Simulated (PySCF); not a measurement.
Sn(F)3(GeH3), SMILES [F][Sn]([F])([GeH3])[F] at its PBE0/def2-SVP optimised geometry (Å):

```
8

F     -1.1904     0.9357     0.0000
Sn    -0.7356    -0.9357     0.0000
F      1.1904    -0.9357     0.0000
F     -1.1783    -1.5083     1.7844
Ge    -1.8449    -2.2909    -1.9207
H     -1.1852    -1.8196    -3.2195
H     -3.3392    -1.9599    -1.8800
H     -1.5728    -3.7708    -1.6382
```

Calculation: PBE0/def2-TZVP, def2 effective core potentials past Kr run with PySCF. The core electrons that the potentials of Sn replace are not part of the density. Cells within 0.4 Å of a nucleus heavier than hydrogen are left out (blank, or x).

Map of the deformation density (molecule minus spherical neutral atoms) (e/bohr³) on the plane z = 0.0 Å:

```
|22222222222222222222222222222|
|22222222222222222222222222222|
|22222222222222222222222222222|
|22222222222222222222222222222|
|22222222222222222222222222222|
|22222222222222222222222222222|
|22222222222222222222222222222|
|22222222222232222222222222222|
|22222222223333222222222222222|
|222223334xx643222222222222222|
|22222336xxx953222222222222222|
|22222346xxx653222222222222222|
|22222235613753222222222222222|
|22222234677632112222222222222|
|22222222343210012333332222222|
|22222111110000013454332222222|
|22221111113620025679532222222|
|2222111122xxx20374xxx22222222|
|2222111131xxx40471xxx22222222|
|22221112221xx20366xx622222222|
|22222122221232124566432222222|
|22222222222321112344332222222|
|22222222222211112233322222222|
|22222222222111112222222222222|
|22222222222111112222222222222|
|22222222222211222222222222222|
|22222222222222222222222222222|
|22222222222222222222222222222|
|22222222222222222222222222222|
```
Scale: ten equal steps from -0.013 (start of '0') to 0.036 (end of '9'), in the order '0123456789'; x runs from -3.50 to 3.50, y from -3.50 (bottom) to 3.50 (top).
